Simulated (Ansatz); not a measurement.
`C[Se][SiH](F)Cl` + CH₄ → `C[Se]C` + `F[SiH2]Cl` at 500 K and 1 bar (formal exchange of groups at the Se–Si bond).

Gas-phase electronic energies from Ansatz, PBE0-D4/def2-TZVP geometries. CBS: MP2 limit from def2 TZ/QZ plus the TZ coupled-cluster correction, frozen cores. This one scheme is used for every species. For Se outer-core shells are correlated without core-valence functions, which leaves a few kJ/mol of doubt a bond. Scalar relativity is left out up to krypton. One conformer a species, not always the lowest.

```json
{"species": "`C[Se][SiH](F)Cl`", "CCSD(T)/CBS energy (Eh)": "-3289.96087", "H − E (kJ/mol)": "184.1", "S (J/(mol·K))": "443.1"}
{"species": "CH₄", "CCSD(T)/CBS energy (Eh)": "-40.46206", "H − E (kJ/mol)": "135.6", "S (J/(mol·K))": "206.8"}
{"species": "`C[Se]C`", "CCSD(T)/CBS energy (Eh)": "-2480.41768", "H − E (kJ/mol)": "229.9", "S (J/(mol·K))": "346.1"}
{"species": "`F[SiH2]Cl`", "CCSD(T)/CBS energy (Eh)": "-849.96195", "H − E (kJ/mol)": "83.3", "S (J/(mol·K))": "315.2"}
```

H − E and S are ideal-gas, rigid-rotor, harmonic terms from PBE0-D4/def2-TZVP, for one conformer and one mirror image of each species. 1 Eh = 2625.50 kJ/mol, R = 8.31446 J/(mol·K).

Q: By hand: ΔE, ΔH, ΔS and ΔG.

A: ΔE = (-2480.41768) + (-849.96195) − (-3289.96087) − (-40.46206) = 0.04330 Eh = 113.7 kJ/mol. Δ(H − E) = 229.9 + 83.3 − 184.1 − 135.6 = -6.5, so ΔH = 107.2 kJ/mol. ΔS = 346.1 + 315.2 − 443.1 − 206.8 = 11.4 J/(mol·K). ΔG = 107.2 − 500 × (11.4)/1000 = 101.5 kJ/mol.

Q: By hand: the equilibrium constant, and the temperature at which ΔG would vanish if ΔH and ΔS stayed fixed.

A: log₁₀ K = −ΔG/(RT ln 10) = -10.6. ΔG = 0 at ΔH/ΔS = 9404 K, far beyond where these terms or the molecules hold.

The number of gas molecules stays the same, so ΔS is small and ΔH decides. A doubt of 5 kJ/mol in ΔE shifts log₁₀ K by 0.5 here. Other conformers and mirror images would add mixing entropy, several J/(mol·K) or more a flexible species. Modes under 60 cm⁻¹, often nearly free rotors, make the harmonic entropy too high. These are equilibria of isolated gas molecules and say nothing of rates. Largest T1 diagnostic: 0.010 (customary marks: 0.02 for closed shells, 0.045 for open ones).
